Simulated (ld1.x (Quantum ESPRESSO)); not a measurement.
# What one change does to a pseudopotential (Pb, ultrasoft)

Pb (Z = 82), ultrasoft, made with ld1.x (Quantum ESPRESSO) 7.5 (LDA (PZ), fully relativistic). Core [Xe] 4f14 5d10, reference 6s1 6p3. Waves: 6s (bound): rcut 1.60, rcutus 1.85 bohr; 6s channel at 0.6 Ry: rcut 1.60, rcutus 1.85 bohr; 6p (bound): rcut 2.40, rcutus 2.95 bohr; 6p channel at 0.05 Ry: rcut 2.40, rcutus 2.95 bohr. Local part: all-electron potential smoothed inside 2.10 bohr (lloc = -2). Core correction: none. Augmentation charge: built from norm-conserving waves at rcut, not smoothed further.

Open shells are filled in proportion to 2j + 1 (rel_dist='average').

All-electron outer shells of the reference configuration (LDA (PZ), scalar-relativistic, ld1.x):

| shell | level (eV) | outermost node (bohr) | outermost maximum (bohr) |
| --- | --- | --- | --- |
| 5p | -87.76 | 0.49 | 0.88 |
| 5d | -22.97 | 0.52 | 1.07 |
| 6s | -13.44 | 1.01 | 1.95 |
| 6p | -4.41 | 1.18 | 2.57 |

Change: core correction a·sin(br)/r model core inside 1.16 bohr.

Cutoffs: the cutoffs (Ry, on a coarse ladder) from which the occupation-weighted sum of valence levels, in a spherical-Bessel basis at the reference potential, stays within 10 and 1 mRy of its value at 400 Ry; they do not see the model core or the augmentation charge, which bear on the density cutoff. Errors are all-electron minus pseudo energies relative to the spin-unpolarised reference configuration.

Predict the effect on cutoff, ghosts and configuration errors.

The potential gets neither clearly harder nor softer (10 Ry and 15 Ry → 10 Ry and 15 Ry); of the 7 tests that both files solve, the error grows in 3 and shrinks in 2 by more than 15 % and 0.3 meV (median size 27.7 → 38.5 meV); neither file shows a bound ghost. A model core, the more so a compact one, raises the density cutoff, which this test does not measure.

```tsv
quantity	base	changed
cutoff, loose	10 Ry	10 Ry
cutoff, tight	15 Ry	15 Ry
bound ghosts	none	none
error for 6s2 6p2, meV [ΔE -8.64 eV]	+18	-39
error for 6s2 6p1, meV [ΔE -1.69 eV]	+44	-20
error for 6s2 6p0, meV [ΔE 12.24 eV]	+125	-53
error for 6s0 6p4, meV [ΔE 9.02 eV]	+35	-39
error for 6s1 6p2, meV [ΔE 7.73 eV]	+7.7	-15
error for 6s2 6p2.3, meV [ΔE -9.54 eV]	+14	-44
error for 6s2 6p1.5, meV [ΔE -5.98 eV]	+28	-27
s: phases at 3.20 bohr within 0.05 rad from the reference energy up to (Ry; the scan ends near 5)	1.0	1.0
p1/2: phases at 3.20 bohr within 0.05 rad from the reference energy up to (Ry; the scan ends near 5)	2.2	2.2
p3/2: phases at 3.20 bohr within 0.05 rad from the reference energy up to (Ry; the scan ends near 5)	2.8	2.8
lowest overlap eigenvalue by channel	s 0.48, p1/2 0.59, p3/2 0.54	s 0.48, p1/2 0.59, p3/2 0.54
```
